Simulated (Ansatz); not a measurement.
Steps of a relaxation of C2H10AlNSi (`C[SiH](C)[NH][AlH2]`) with RKS PBE0-D4/def2-TZVP.

```sh
$ ansatz run in.yaml --threads 4 --pin off --events-out ev --progress --plain --max-ram 10444MiB
```

```yaml
crystal:
  periodic: [false, false, false]
  atoms:
    - {symbol: C, position_ang: [-1.642901, 0.539013, 1.117959]}
    - {symbol: Si, position_ang: [0.075088, 0.076744, 0.477458]}
    - {symbol: C, position_ang: [0.524073, -1.659318, 1.076559]}
    - {symbol: N, position_ang: [0.145427, 0.179231, -1.286006]}
    - {symbol: Al, position_ang: [1.200683, 1.179990, -2.347134]}
    - {symbol: H, position_ang: [-2.413072, -0.164764, 0.737921]}
    - {symbol: H, position_ang: [-1.675983, 0.505287, 2.226892]}
    - {symbol: H, position_ang: [-1.927340, 1.561325, 0.796390]}
    - {symbol: H, position_ang: [1.093053, 1.068955, 0.978508]}
    - {symbol: H, position_ang: [-0.199430, -2.410995, 0.696302]}
    - {symbol: H, position_ang: [0.515312, -1.715428, 2.184878]}
    - {symbol: H, position_ang: [1.534255, -1.952219, 0.725200]}
    - {symbol: H, position_ang: [-0.520375, -0.442907, -1.764483]}
    - {symbol: H, position_ang: [1.011473, 1.019796, -3.928233]}
    - {symbol: H, position_ang: [2.257738, 2.164591, -1.662910]}
basis:
  gaussian: {orbitals: def2-TZVP}
hamiltonian: {xc: pbe0, dispersion: d4}
relax: {f_tol: 0.005, max_steps: 150}
```

Positions (Å) and forces (eV/Å) along the path, 6 of 6 steps:

```xyz
15
step=1 energy=-18194.8590 eV
C    -1.643    0.539    1.118   -0.156    0.049    0.079
Si    0.075    0.077    0.477   -0.043   -0.028   -0.502
C     0.524   -1.659    1.077    0.049   -0.169    0.065
N     0.145    0.179   -1.286   -0.168   -0.172    0.209
Al    1.201    1.180   -2.347   -0.202   -0.186    0.221
H    -2.413   -0.165    0.738    0.373    0.329    0.173
H    -1.676    0.505    2.227    0.017    0.015   -0.523
H    -1.927    1.561    0.796    0.145   -0.489    0.150
H     1.093    1.069    0.979   -0.205   -0.201   -0.098
H    -0.199   -2.411    0.696    0.339    0.364    0.176
H     0.515   -1.715    2.185    0.002    0.031   -0.519
H     1.534   -1.952    0.725   -0.484    0.149    0.168
H    -0.520   -0.443   -1.764    0.448    0.419    0.309
H     1.011    1.020   -3.928    0.036    0.032    0.201
H     2.258    2.165   -1.663   -0.151   -0.142   -0.107
15
step=2 energy=-18194.9175 eV
C    -1.630    0.535    1.111   -0.005    0.004    0.010
Si    0.073    0.073    0.469   -0.037   -0.029   -0.302
C     0.520   -1.649    1.072    0.004   -0.010    0.006
N     0.144    0.174   -1.277   -0.009   -0.012    0.208
Al    1.189    1.173   -2.330   -0.124   -0.128    0.137
H    -2.393   -0.159    0.733    0.102    0.092    0.048
H    -1.662    0.499    2.208    0.008    0.003   -0.151
H    -1.909    1.548    0.795    0.039   -0.136    0.041
H     1.082    1.056    0.966   -0.041   -0.041   -0.019
H    -0.194   -2.394    0.694    0.095    0.100    0.049
H     0.506   -1.701    2.168   -0.001    0.013   -0.149
H     1.521   -1.937    0.729   -0.136    0.041    0.047
H    -0.514   -0.440   -1.752    0.121    0.112    0.064
H     1.008    1.021   -3.899    0.000    0.005    0.021
H     2.237    2.149   -1.657   -0.019   -0.014   -0.008
15
step=3 energy=-18194.9260 eV
C    -1.622    0.534    1.104    0.017   -0.001    0.003
Si    0.073    0.072    0.462   -0.008   -0.007   -0.035
C     0.518   -1.641    1.066   -0.002    0.016    0.003
N     0.140    0.171   -1.269    0.008   -0.001    0.028
Al    1.182    1.164   -2.314   -0.017    0.000    0.007
H    -2.383   -0.156    0.728   -0.008   -0.005   -0.003
H    -1.651    0.496    2.196   -0.005    0.001    0.011
H    -1.898    1.543    0.791   -0.004    0.009   -0.001
H     1.080    1.052    0.957    0.008    0.008    0.007
H    -0.192   -2.384    0.690   -0.005   -0.008   -0.002
H     0.502   -1.689    2.158    0.000   -0.005    0.011
H     1.516   -1.928    0.727    0.009   -0.005    0.000
H    -0.512   -0.441   -1.744   -0.003   -0.001   -0.025
H     1.000    1.017   -3.882    0.004    0.000   -0.002
H     2.226    2.141   -1.639    0.003   -0.001   -0.001
15
step=4 energy=-18194.9257 eV rejected
C    -1.620    0.534    1.105   -0.030   -0.008   -0.015
Si    0.071    0.069    0.459    0.027    0.013    0.022
C     0.519   -1.641    1.069   -0.011   -0.023   -0.006
N     0.141    0.165   -1.271   -0.002    0.030   -0.025
Al    1.179    1.164   -2.316    0.024    0.011    0.024
H    -2.383   -0.154    0.728   -0.011    0.004    0.003
H    -1.652    0.496    2.198    0.013   -0.004   -0.001
H    -1.896    1.544    0.793   -0.001    0.004   -0.002
H     1.077    1.049    0.958    0.008    0.004   -0.020
H    -0.188   -2.386    0.692    0.004   -0.009    0.001
H     0.501   -1.690    2.161   -0.003    0.011    0.000
H     1.518   -1.926    0.732    0.004   -0.004   -0.002
H    -0.514   -0.433   -1.759   -0.016   -0.030    0.024
H     1.001    1.021   -3.884   -0.008   -0.002    0.001
H     2.225    2.137   -1.637    0.002    0.002   -0.005
15
step=5 energy=-18194.9262 eV
C    -1.621    0.534    1.104   -0.002    0.000    0.000
Si    0.072    0.069    0.459    0.001    0.001   -0.001
C     0.518   -1.642    1.068   -0.001   -0.002   -0.002
N     0.141    0.168   -1.271   -0.005   -0.003   -0.001
Al    1.179    1.167   -2.314    0.006   -0.003    0.001
H    -2.385   -0.153    0.728    0.000    0.000    0.000
H    -1.649    0.496    2.196    0.000    0.000    0.001
H    -1.896    1.544    0.792    0.000    0.001    0.000
H     1.080    1.050    0.954    0.001    0.001   -0.001
H    -0.190   -2.387    0.693    0.000   -0.001    0.000
H     0.500   -1.688    2.160   -0.001    0.002    0.001
H     1.517   -1.929    0.732    0.001    0.000    0.001
H    -0.511   -0.441   -1.752    0.002    0.000   -0.001
H     0.999    1.021   -3.882   -0.002    0.003   -0.001
H     2.226    2.141   -1.639   -0.002    0.002    0.001
15
step=6 energy=-18194.9262 eV
C    -1.621    0.534    1.104   -0.003    0.001   -0.001
Si    0.072    0.069    0.458    0.003    0.001    0.003
C     0.517   -1.642    1.068    0.000   -0.003   -0.001
N     0.140    0.167   -1.272   -0.003   -0.003   -0.003
Al    1.180    1.167   -2.313    0.002    0.002    0.000
H    -2.385   -0.153    0.729    0.000    0.001    0.000
H    -1.648    0.495    2.197    0.001    0.000   -0.001
H    -1.895    1.545    0.793    0.000   -0.001    0.000
H     1.080    1.050    0.952    0.000   -0.001   -0.002
H    -0.190   -2.388    0.693    0.001    0.001    0.001
H     0.498   -1.687    2.160   -0.001    0.001    0.000
H     1.517   -1.929    0.734   -0.001    0.000    0.001
H    -0.510   -0.442   -1.754    0.001    0.000    0.002
H     0.999    1.022   -3.882    0.000    0.001    0.000
H     2.225    2.142   -1.638   -0.001    0.000    0.001
```

Hardware: 4 threads of an AMD EPYC 7B13 on a shared host. Wall time 24 s, peak host memory 0.7 GiB.
